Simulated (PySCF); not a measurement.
## Si2H3OF3

Si2H3OF3 is a small molecule, neutral, singlet. The structure, one conformer, was relaxed in the gas phase by PBE0-D3(BJ)/def2-SVP. No frequency run checks that it is a minimum.

SMILES: F[Si](F)(F)O[SiH3]

Coordinates in Å:
```
Si1    -1.229    0.646   -0.671
O2      0.041    0.202    0.194
Si3     1.366   -0.656    0.734
F4     -2.374   -0.464   -0.632
F5     -0.841    0.888   -2.199
F6     -1.840    2.004   -0.105
H7      2.454   -0.550   -0.277
H8      0.977   -2.082    0.922
H9      1.798   -0.062    2.027
```

Shieldings: GIAO PBE0/pcSseg-2. Shifts are against computed references at the same level: H TMS (σ 31.24 ppm), Si TMS (σ 341.3 ppm). Core levels by delta-SCF with SCAN, pcX-2 on the ionised atom and pcseg-1 elsewhere, spin-free X2C (2p3/2 is the spin-free 2p value less a third of a first-order spin-orbit splitting); from the vacuum level, for chosen atoms.

Give the NMR and core-level values of the distinct atoms.


| atoms | bonded to | σ (ppm) | δ (ppm) | core level (eV) |
| --- | --- | --- | --- | --- |
| Si1 | 3 F + 1 O | 450.4 | -109.1 | 2p3/2 110.78 |
| O2 | 2 Si | 297.3 | - | 1s 539.32 |
| Si3 | 1 O + 3 H | 377.6 | -36.3 | - |
| F4 | 1 Si | 338.4 | - | 1s 693.59 |
| F5 | 1 Si | 338.3 | - | 1s 693.59 |
| F6 | 1 Si | 339.6 | - | 1s 693.59 |
| H7 H8 H9 | 1 Si | 26.05 | 5.19 | - |

Values are those of this one static structure, with the three H of a rotating XH3 group averaged; atoms that internal rotation interchanges would show their mean in an NMR spectrum.

By CAM-B3LYP/def2-SVPD (TDDFT singlets, Tamm-Dancoff triplets, ionisation by delta-SCF), where does absorption start, and what does vertical ionisation take?

The first singlet with intensity lies at 9.12 eV (f 0.078); what lies below it is dark. The lowest singlet lies at 7.87 eV (f 0.000), the strongest of the first 6 at 9.16 eV (f 0.089), the lowest triplet at 7.42 eV; vertical ionisation takes 12.29 eV.
